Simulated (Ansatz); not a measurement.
Consider the isomerisation: `[F][GeH2]/[N]=C/[SiH3]` → `N[Si@H]1[GeH2][C@@H]1F`.

Isolated molecules relaxed with PBE0-D4/def2-TZVP in Ansatz; ΔE leaves out vibrations. CCSD(T)/CBS adds triple-zeta CCSD(T) − MP2 to the extrapolated MP2 energy (def2 sets, frozen cores). DFT in def2-TZVPP. B3LYP here is the variant with VWN-RPA as its local correlation; programs differ in this. For Ge outer-core shells are correlated without core-valence functions, which leaves a few kJ/mol of doubt a bond. Scalar relativity is left out up to krypton. Each species was taken in one conformer, which may not be the lowest.

```csv
level,ΔE (kcal/mol)
B3LYP-D4,23.7
B3LYP,24.1
```

(1) What does CCSD(T)/CBS give? (An estimate is asked.)

Largest T1 diagnostic among the species: 0.013.

Results:

(1) The calculation gave: +22.0 kcal/mol. The listed levels differ from it by 1.7, 2.1 kcal/mol.

In def2-TZVPP, CCSD(T) changes the Hartree–Fock value by −11.1 kcal/mol (the triples alone add −0.8 kcal/mol) and MP2 by −11.9 kcal/mol.
